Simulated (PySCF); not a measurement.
## Calculated data, CH₅BGeN

Calculation on a computer-drawn molecule: the log of a Hartree-Fock and frozen-core CCSD(T) single point meant for a local Hartree-Fock minimum, with one planted fault or none, to be diagnosed. Offsets are logged minus clean, where the clean run is the same molecule without the fault. The reference is restricted for singlets and unrestricted otherwise, and also for a bond in bohr or an excited solution. Adding or removing an electron swaps singlet and doublet. The excited solution moves the top pair (singlet) or top alpha electron (doublet) to the lowest empty orbital. Highest occupied and lowest empty are orbital energies over both spins, largest force is the largest gradient component, triples share is (T) over the correlation energy, the T1 limit is 0.02 restricted and 0.045 unrestricted, electrons count all cores, a negative frequency is imaginary (commonest isotopes), and the dipole is about the centre of nuclear charge; on germanium a core potential holds 10 electrons, which the energies leave out, and 3d is frozen in MP2 and coupled-cluster steps. Program: PySCF 2.14.0.

### CH₅BGeN

Logged structure:
```xyz
9
CH5BGeN
C     -0.5201    -1.6099    -1.6298
B      0.0823    -1.2485    -0.4367
Ge     0.9259    -0.7816     1.2985
N      1.8005     0.7029     1.5009
H     -0.4825    -0.9826    -2.5159
H     -1.0632    -2.5451    -1.7372
H      0.8716    -1.6513     2.5273
H      2.0382     1.9970     0.1328
H      2.2344     0.9574     2.3711
```

* meant charge: 1
* meant multiplicity: 1
* meant basis: cc-pVDZ
* meant basis and core potential on germanium: cc-pVDZ-PP ECP10MDF
* logged electrons: 54
* logged basis functions: 90
* logged SCF converged: yes
* logged spin squared: 0.9223
* logged highest occupied: -13.767 eV
* logged lowest empty: -4.5463 eV
* logged largest force: 0.026737 hartree/bohr
* logged T1 diagnostic: 0.081044
* logged D1 diagnostic: 0.32785
* logged triples share: 0.043631
* logged CC converged: yes
* logged dipole magnitude: 0.45327 debye
* logged SCF stable within its kind: yes
* logged energy HF: -412.83651 hartree
* logged energy CCSD(T): -413.35452 hartree
* possible faults: no fault, one electron removed, one electron added, multiplicity raised by two, geometry at a saddle point, SCF held on an excited solution, minimal basis STO-3G, one bond length entered in bohr, all coordinates scaled
* planted fault: one bond length entered in bohr, row 7 of the drawn bonds
* HF energy offset from clean run: 97.13 kcal/mol
* CCSD(T) energy offset from clean run: 94.71 kcal/mol

Drawn bonds:
```csv
atom,other atom,order
1,2,2
2,3,1
3,4,1
1,5,1
1,6,1
3,7,1
4,8,1
4,9,1
```

Notes: T1 above single-reference limit.
